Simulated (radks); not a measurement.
Ionisation of the scandium ion Sc2+, [Ar] 3d1, to [Ar] as the strength of local exchange is varied. All-electron calculation, non-relativistic Kohn-Sham, Slater X-alpha exchange (alpha = 2/3 is LDA exchange), no correlation, spin-unpolarised, spherical densities, point nucleus. Program: a radial shooting solver on a logarithmic mesh with Libxc functionals.

| alpha | E(Sc2+) (hartree) | exchange (hartree) | IE (eV) | -e of the level emptied (eV) | <r> of it (bohr) |
|---|---|---|---|---|---|
| 0.574 | -751.49328 | -29.90709 | 22.118 | 15.476 (3d) | 1.663 |
| 0.587 | -752.17088 | -30.60830 | 22.338 | 15.661 (3d) | 1.652 |
| 0.606 | -753.16217 | -31.63503 | 22.662 | 15.934 (3d) | 1.635 |
| 0.645 | -755.20046 | -33.74948 | 23.337 | 16.505 (3d) | 1.604 |
| 0.667 | -756.35236 | -34.94638 | 23.723 | 16.835 (3d) | 1.586 |
| 0.895 | -768.37881 | -47.52513 | 27.960 | 20.523 (3d) | 1.437 |
| 0.942 | -770.87795 | -50.15754 | 28.885 | 21.343 (3d) | 1.412 |
| 0.974 | -772.58340 | -51.95749 | 29.524 | 21.913 (3d) | 1.396 |

NIST Atomic Spectra Database: 24.757 eV (measured). The Delta-SCF value meets it near alpha = 0.72. Spin polarisation and multiplet splitting are left out, so open shells lie too high by an amount that depends on their filling.

Beside tabulated values, note that spin-unpolarised runs miss the spin-polarisation part of the exchange energy of open shells.
